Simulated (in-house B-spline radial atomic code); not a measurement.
Lu³⁺. Computed with a B-spline radial atomic code. Model: all-electron spherical atom, spin shells full or empty, radial basis limit, no spin-orbit coupling, Breit or QED, empty-state partial waves extrapolated as (l+1/2)^-4, RPA, G0W0 and static COHSEX of the highest shell as one setting changes (uncorrelated shells keep exact exchange).

Without the two-electron picture change, core correlation of heavy ions comes too large.

Given: element Lu; charge 3; filled core Xe; hamiltonian one-electron scalar X2C; mean-field start PBE; highest l of empty states 9; nuclear rms radius 5.37 fm; highest mean-field shell 4f.

Shell: 4f 7 7 (electrons up and down).

| lowest nl shells left uncorrelated | RPA correlation energy (hartree) | G0W0 level (eV) | G0W0 minus most complete (meV) | COHSEX level (eV) | linearised minus solved G0W0 (meV) |
| --- | --- | --- | --- | --- | --- |
| 0 | -6.3996 | -46.011 | 0 | -53.484 | -161.4 |
| 1 | ? | ? | ? | ? | ? |
| 2 | ? | ? | ? | ? | ? |
| 3 | -5.3772 | -46.009 | 2 | -53.482 | -161.4 |
| 4 | -5.1813 | -46 | 11 | -53.471 | -161 |
| 5 | -4.5824 | -45.965 | 45.7 | -53.476 | -159.7 |
| 6 | -3.6014 | -45.917 | 93.2 | -53.626 | -158 |
| 7 | -3.41 | -45.896 | 114.2 | -53.566 | -157.3 |
| 8 | -2.835 | -45.851 | 159.3 | -53.437 | -156 |
| 9 | -1.834 | -46.157 | -146.8 | -53.818 | -172.9 |
| 10 | -1.643 | -46.233 | -222.8 | -53.723 | -182.8 |
| 11 | -1.0393 | -46.829 | -818.2 | -53.361 | -225.1 |

(1) What follows for lowest nl shells left uncorrelated = 1?

(2) What follows for lowest nl shells left uncorrelated = 2?

Answers

(1) RPA correlation energy -6.1848 hartree; G0W0 level -46.011 eV; G0W0 minus most complete 0 meV; COHSEX level -53.484 eV; linearised minus solved G0W0 -161.4 meV.

(2) RPA correlation energy -5.9771 hartree; G0W0 level -46.01 eV; G0W0 minus most complete 0.5 meV; COHSEX level -53.484 eV; linearised minus solved G0W0 -161.4 meV.
